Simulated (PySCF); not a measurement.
Level of theory: delta-SCF UKS SCAN, pcX-2 on the ionised atom, pcseg-1 elsewhere, spin-free X2C (PySCF 2.14.0). Geometries: PBE0-D3(BJ)/def2-SVP; isolated species, one conformer each. Values against the vacuum level.

(1) Rank by computed C 1s binding energy, lowest first.
A. C2 in `[CH:1]#[C:2][SiH:3]([NH2:4])[NH2:5]`
B. C1 in `[CH3:1][N:2]([CH3:3])[AlH-:4]1[O+:5]([CH3:6])[AlH2-:7][O+:8]1[CH3:9]`
C. C4 in `[BH2:1][CH2:2][BH:3][C:4]#[CH:5]`
D. C2 in `[CH3:1][CH-:2][C:3]#[N:4]`
E. C4 in `[CH3:1][CH2:2][CH2:3][CH2:4][C:5](=[O:6])[Cl:7]`

(2) Rank by computed N 1s binding energy, lowest first.
A. Nitrogen in `C[N](C)[AlH-]1[O+](C)[AlH2-][O+]1C`
B. Nitrogen in `C[CH-]C#N`
C. Nitrogen in `C#C[SiH](N)N`

Results:

(1) D (283.72 eV), A (289.98 eV), C (290.52 eV), B (291.04 eV), E (291.68 eV).

From the lowest up, the atoms are bonded to: 2 C and H in a species of charge -1 (283.72); C (triple bond) and Si (289.98); C (triple bond) and B (290.52); N and 3 H (291.04); 2 C and 2 H (291.68).

(2) B (397.34 eV), A (403.37 eV), C (404.53 eV).

From the lowest up, the atoms are bonded to: C (triple bond) in a species of charge -1 (397.34); 2 C and Al (403.37); 2 H and Si (404.53).

2 of these hole states are spin-contaminated (⟨S²⟩ up to 0.87, against 0.75; counted from 0.85) and less certain. The basis sets have no added diffuse functions, a weakness for anions.
